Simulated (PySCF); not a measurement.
Job for PySCF: R-B3LYP/6-311+G** on CH6S (a complex), monomers drawn apart or pushed together.

```python
from pyscf import gto, scf, dft, mp
from pyscf.data.elements import chemcore

mol = gto.M(
    atom='''
    C    -0.00797226   -0.05672570    0.16889335
    H    -0.85349760    0.21771153    0.79809041
    H    -0.21597898    0.22549257   -0.86207773
    H     0.88816304    0.45909676    0.51155769
    H     0.15033183   -1.13339962    0.22228686
    S     0.40073795   -0.08478272    3.80572704
    H     0.33799179    1.02338751    3.05110871
    H     0.41977404   -0.88297233    2.72706134
    ''',
    basis='6-311+g**',
    charge=0, spin=0, verbose=3, max_memory=1800)
mf = dft.RKS(mol, xc='b3lyp')
mf.conv_tol = 1e-8
mf.max_cycle = 100
mf.kernel()
if not mf.converged:
    mf = mf.newton().run(mf.mo_coeff, mf.mo_occ)
```

**Question.** Predict the final total energy.

**Answer.** -439.9549 hartree.
